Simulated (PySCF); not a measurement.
**Zr³⁺: ionisation energy**

Zr³⁺ [Kr] 4d1 [4d3/2^1, M_J = 3/2] → Zr⁴⁺ [Kr], as a difference of total energies. All numbers are calculated (PySCF 2.14, the two-component X2C-1e Hamiltonian, in x2c-QZVPPall-2c (13s12p9d3f2g, 133 functions)). Correlated levels: [Ar] 3d10 frozen; the 32 highest virtual spinors dropped. "Screened" scales the spin-orbit matrix elements by Boettger's factors to mimic the two-electron term; Breit and QED terms are absent.

```json
{"method": "GHF (spin-free)", "ionisation energy (eV)": "33.408"}
{"method": "GMP2 (spin-free)", "ionisation energy (eV)": "34.038"}
{"method": "GHF (screened spin-orbit)", "ionisation energy (eV)": "33.489"}
{"method": "GMP2 (screened spin-orbit)", "ionisation energy (eV)": "34.145"}
```

Question: How much does correlation contribute at GMP2 (screened spin-orbit)?

Answer: 34.145 − (33.489) = 0.656 eV, measured against GHF (screened spin-orbit).

The spin-free rows lack the spin-orbit shift.

For comparison: 34.418 eV (measured; NIST Atomic Spectra Database, ionization energies).
